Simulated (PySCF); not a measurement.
## Relaxation of quartet CuN(OH)

Level of theory: UPBE0 in PySCF with Cu def2-TZVP, N def2-TZVP, O def2-TZVP, H def2-TZVP; no relativity; density-fitted integrals. A (50,194) grid was used.

A hand-made bent (heavy-atom frame) start, with no symmetry imposed:

```xyz
4
charge 0 multiplicity 4, angstrom
Cu    0.0512   -0.0079   -0.3351
N     1.4847   -0.0079    0.6687
O    -1.3823   -0.0079    0.6687
H    -1.8878    0.7275    1.0226
```

Optimiser trace:
```tsv
step	E − E(last) (kJ/mol)	largest gradient (Eh/bohr)
0	45.42	0.02810
1	27.66	0.01425
2	16.15	0.02542
3	12.64	0.01665
4	10.22	0.01352
5	5.79	0.00735
6	3.29	0.00608
7	1.83	0.00463
8	0.67	0.00453
9	0.35	0.00670
10	0.10	0.00326
11	0.03	0.00096
12	0.00	0.00053
13	0.00	0.00015
```

It ends at C1 with Cu–N 1.753 Å, Cu–O 1.782 Å, O–H 0.959 Å; Cu–O–H 116.5°, N–Cu–O 161.0°. A frequency run shows a minimum. Other isomers or separated fragments may lie lower.

Final geometry:
```xyz
4
charge 0 multiplicity 4, angstrom
Cu    0.0620    0.0315   -0.0945
N     1.7970   -0.1172    0.1047
O    -1.6866   -0.0688    0.2359
H    -2.0849    0.6908    0.6647
```

Open d and f shells are described by one determinant, and the ground state may have another occupation or spin.

The relaxation took 44 s on 4 threads of a shared Arm Neoverse N1 host, with 113 basis functions and 15 gradients; the process peaked at 0.66 GiB. Launch command: `OMP_NUM_THREADS=4 python axn.py task.json out`.
